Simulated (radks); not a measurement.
The nuclear charge of neutral lead is varied continuously with 82 electrons held in [Hg] 6p2. Calculated with a radial shooting solver on a logarithmic mesh with Libxc functionals: Dirac Kohn-Sham, BLYP, spin-unpolarised, spherical densities, point nucleus; open shells fill j = l - 1/2 first. By the Hellmann-Feynman theorem dE/dZ = E(electron-nucleus)/Z, the electronic potential at the nucleus.

[
 {"Z": "81.8", "E (hartree)": "-20800.7400", "E(electron-nucleus)/Z (hartree)": "-643.620", "HOMO": "6p1/2", "e(HOMO) (eV)": "-2.497", "<r> HOMO (bohr)": "3.274"},
 {"Z": "82", "E (hartree)": "-20929.7219", "E(electron-nucleus)/Z (hartree)": "-646.199", "HOMO": "6p1/2", "e(HOMO) (eV)": "-3.925", "<r> HOMO (bohr)": "3.110"},
 {"Z": "82.2", "E (hartree)": "-21059.2198", "E(electron-nucleus)/Z (hartree)": "-648.781", "HOMO": "6p1/2", "e(HOMO) (eV)": "-5.461", "<r> HOMO (bohr)": "2.978"},
 {"Z": "82.4", "E (hartree)": "-21189.2345", "E(electron-nucleus)/Z (hartree)": "-651.366", "HOMO": "6p1/2", "e(HOMO) (eV)": "-7.093", "<r> HOMO (bohr)": "2.867"},
 {"Z": "82.6", "E (hartree)": "-21319.7666", "E(electron-nucleus)/Z (hartree)": "-653.956", "HOMO": "6p1/2", "e(HOMO) (eV)": "-8.811", "<r> HOMO (bohr)": "2.772"},
 {"Z": "82.8", "E (hartree)": "-21450.8172", "E(electron-nucleus)/Z (hartree)": "-656.550", "HOMO": "6p1/2", "e(HOMO) (eV)": "-10.608", "<r> HOMO (bohr)": "2.687"},
 {"Z": "83", "E (hartree)": "-21582.3872", "E(electron-nucleus)/Z (hartree)": "-659.150", "HOMO": "6p1/2", "e(HOMO) (eV)": "-12.480", "<r> HOMO (bohr)": "2.612"}
]

The central difference of E at Z = 82 is -646.200 hartree, to compare with the third column; the second derivative is -12.9 hartree.
